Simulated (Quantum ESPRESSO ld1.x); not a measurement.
Input file for ld1.x (Quantum ESPRESSO 7.5):

```
 &input
    atom='Ti',
    iswitch=1,
    rel=2,
    dft='PW91',
    config='[He] 2s2 2p1 3s0 3p0',
    rel_dist='average',
    verbosity='high',
    lsmall=.true.,
    prefix='ld1',
    max_out_wfc=37,
    file_charge='ld1.rho',
 /
```

Command: `OMP_NUM_THREADS=1 ld1.x < ld1.in > ld1.out`

Output (excerpt):

```
     Program LD1 v.7.5 starts

     --------------------------- All-electron run ----------------------------

     dirac relativistic calculation

     atomic number is 22.00
     dft =PW91   lsd =0 sic =0 latt =0  beta=0.20 tr2=1.0E-14
     Exchange-correlation= PW91
                           (   1   4   2   2   0   0   0)
     mesh =1963 r(mesh) =  99.97874 a.u. xmin = -8.00 dx = 0.00800
     1 Ry =  13.60569312 eV, c = 137.03599908

     n l j   nl                  e(Ry)          e(Ha)          e(eV)
     Spin orbit split results
     1 0 0.5 1S 1( 2.00)    -423.522485519    -211.761242760  -5762.3169687
     2 0 0.5 2S 1( 2.00)     -90.352783441     -45.176391721  -1229.3122443
     2 1 0.5 2P 1( 0.33)     -86.359497610     -43.179748805  -1174.9808227
     2 1 1.5 2P 1( 0.67)     -85.794297094     -42.897148547  -1167.2908780
     3 0 0.5 3S 1( 0.00)     -37.192706259     -18.596353129   -506.0325478
     3 1 0.5 3P 1( 0.00)     -35.939497882     -17.969748941   -488.9817792
     3 1 1.5 3P 1( 0.00)     -35.786880741     -17.893440370   -486.9053172
     Averaged results
     1 0     1S 1( 2.00)    -423.522485519    -211.761242760  -5762.3169687
     2 0     2S 1( 2.00)     -90.352783441     -45.176391721  -1229.3122443
     2 1     2P 1( 1.00)     -85.982697266     -42.991348633  -1169.8541929
     3 0     3S 1( 0.00)     -37.192706259     -18.596353129   -506.0325478
     3 1     3P 1( 0.00)     -35.837753121     -17.918876561   -487.5974712

     final scf error:  9.9E-16 reached in  15 iterations

     Etot =   -1239.463484 Ry,    -619.731742 Ha,  -16863.759803 eV

     Ekin =    1255.089416 Ry,     627.544708 Ha,   17076.361437 eV
     Encl =   -2591.247734 Ry,   -1295.623867 Ha,  -35255.721477 eV
     Eh   =     137.003657 Ry,      68.501828 Ha,    1864.029708 eV
     Exc  =     -40.308823 Ry,     -20.154411 Ha,    -548.429471 eV

     normalization and overlap integrals

     s(1S/1S) =  1.000000  <r> =   0.0692  <r2> =    0.0064  r(max) =   0.0455
     LC norm =  0.99374236 + SC norm =  0.00625764 =  1.00000000
     s(2S/2S) =  1.000000  <r> =   0.2946  <r2> =    0.1016  r(max) =   0.2518
     LC norm =  0.99866106 + SC norm =  0.00133894 =  1.00000000
     s(2P/2P) =  1.000000  <r> =   0.2527  <r2> =    0.0773  r(max) =   0.1997
     LC norm =  0.99869011 + SC norm =  0.00130989 =  1.00000000
     s(2P/2P) =  1.000000  <r> =   0.2548  <r2> =    0.0785  r(max) =   0.2013
     LC norm =  0.99870002 + SC norm =  0.00129998 =  1.00000000
     s(3S/3S) =  1.000000  <r> =   0.6935  <r2> =    0.5463  r(max) =   0.6630
     LC norm =  0.99946062 + SC norm =  0.00053938 =  1.00000000
     s(3P/3P) =  1.000000  <r> =   0.6612  <r2> =    0.5036  r(max) =   0.6319
     LC norm =  0.99947397 + SC norm =  0.00052603 =  1.00000000
     s(3P/3P) =  1.000000  <r> =   0.6642  <r2> =    0.5080  r(max) =   0.6319
     LC norm =  0.99947640 + SC norm =  0.00052360 =  1.00000000

     LC charge =  4.98350357 + SC charge =  0.01649643 =  5.00000000

     ------------------------ End of All-electron run ------------------------
```

Run on one thread of a shared host, so times are rough (Intel(R) Xeon(R) Processor @ 2.60GHz): 0.54 s of CPU time, 0.6 s wall, 15 iterations on 1963 mesh points.
